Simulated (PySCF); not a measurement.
# C²⁺: ionisation energy

C²⁺ [He] 2s2 (1S) → C³⁺ [He] 2s1 (2S), as a difference of total energies. Calculation: PySCF 2.14, in def2-TZVPPD; the non-relativistic Hamiltonian (point nucleus). Correlated levels: valence and next inner shell: nothing frozen. The calculations carry no spin-orbit coupling.

```json
{"method": "UHF", "ionisation energy (eV)": "45.776"}
{"method": "MP2 (valence and next inner shell)", "ionisation energy (eV)": "46.951"}
{"method": "SCS-MP2 (valence and next inner shell)", "ionisation energy (eV)": "47.182"}
{"method": "CCSD (valence and next inner shell)", "ionisation energy (eV)": "47.742"}
{"method": "CCSD(T) (valence and next inner shell)", "ionisation energy (eV)": "47.749"}
{"method": "CCSDT (valence and next inner shell)", "ionisation energy (eV)": "47.750"}
```

**Question.** How much does correlation contribute at CCSD(T) (valence and next inner shell)?

**Answer.** 47.749 − (45.776) = 1.973 eV, measured against UHF.

Errors of the correlated levels include the incompleteness of this basis.

The coupled-cluster amplitudes are large for C²⁺ (T1 above 0.03 or a double amplitude above 0.15), so a single reference is strained.

For comparison: 47.888 eV (measured; NIST Atomic Spectra Database, ionization energies).
